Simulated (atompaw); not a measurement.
# Be (Z = 4): PAW (atompaw) pseudisation with PBE, scalar-relativistic reference atom.

```
Element                 : Be (Z = 4)
Generator               : atompaw 4.2.0.5
Type                    : PAW
Functional              : PBE
Relativity              : scalar-relativistic
Frozen core             : [He]
Valence charge          : 2
Reference configuration : 2s2 2p0
Partial waves           : 2s (bound): rc 1.70 bohr; 2s channel at 0.2 Ry: rc 1.70 bohr; 2p (bound, empty): rc 3.00 bohr; 2p channel at 4.35 Ry: rc 3.00 bohr; 3d channel at 0.5 Ry: rc 3.00 bohr
Local potential         : bessel scheme, radius 2.20 bohr
Core correction         : smooth core density matched at 1.95 bohr
Augmentation charge     : besselshape compensation charge, radius 2.85 bohr; PAW radius 3.00 bohr; waves and projectors: custom polynom vanderbiltortho
```

All-electron outer shells of the reference configuration (PBE, scalar-relativistic, ld1.x):

| shell | level (eV) | outermost node (bohr) | outermost maximum (bohr) |
| --- | --- | --- | --- |
| 1s | -106.21 | – | 0.27 |
| 2s | -5.61 | 0.59 | 2.04 |
| 2p | -2.02 | – | 2.28 |

Calculated quality:

| Item | Value |
| --- | --- |
| Cutoffs needed | 10 Ry and 18 Ry (the cutoffs (Ry, on a coarse ladder) from which the occupation-weighted sum of valence levels, in a spherical-Bessel basis at the reference potential, stays within 10 and 1 mRy of its value at 400 Ry) |
| Ghost test | no extra level below or beside the all-electron valence levels (s, p, d, f tested) (spherical-Bessel basis up to 400 Ry, 20 bohr box) |
| Lowest eigenvalue of the overlap operator | 0.58 (s channel) |
| Overlap eigenvalues printed by atompaw (projector basis) | 0.000265, 0.0323, 2.3, 610, 4.32e+06 |
| Share of each valence orbital outside the PAW sphere | 2s 30 %, 2p 47 % |

Generation and tests took about 0.4 s on one core of a shared server CPU.
